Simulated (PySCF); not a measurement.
# Working out the ionisation energy of Br²⁺

Br²⁺ [Ar] 3d10 4s2 4p3 (4S) → Br³⁺ [Ar] 3d10 4s2 4p2 (3P). Computed with PySCF 2.14 in x2c-TZVPPall with one added diffuse shell each of s, p, d type (7s6p5d1f, 57 functions), with scalar relativity by spin-free X2C-1e. Frozen: [Ne]. Energies in hartree (1 hartree = 27.21139 eV):

```tsv
part	Br²⁺ (lower)	Br³⁺ (upper)
UHF	-2603.277710	-2602.004481
MP2 opposite-spin	-0.175309	-0.166072
MP2 same-spin	-0.087708	-0.074890
```

**Question.** What does Hartree-Fock give?

**Answer.** (-2602.004481) − (-2603.277710) = 1.273229 hartree = 34.646 eV.

**Question.** What do MP2 and SCS-MP2 (6/5 opposite-spin, 1/3 same-spin) give?

**Answer.** The opposite-spin parts differ by 0.251 eV and the same-spin parts by 0.349 eV. MP2: 34.646 + (0.251) + (0.349) = 35.246 eV. SCS-MP2: 34.646 + 1.2 × (0.251) + (0.349)/3 = 35.064 eV.

A first-order spin-orbit estimate adds -0.424 eV to MP2 (valence and next inner shell), giving 34.822 eV against 34.871 ± 0.019 eV (measured; NIST Atomic Spectra Database, ionization energies).

What remains against the reference includes basis incompleteness, the frozen core and correlation beyond second order.
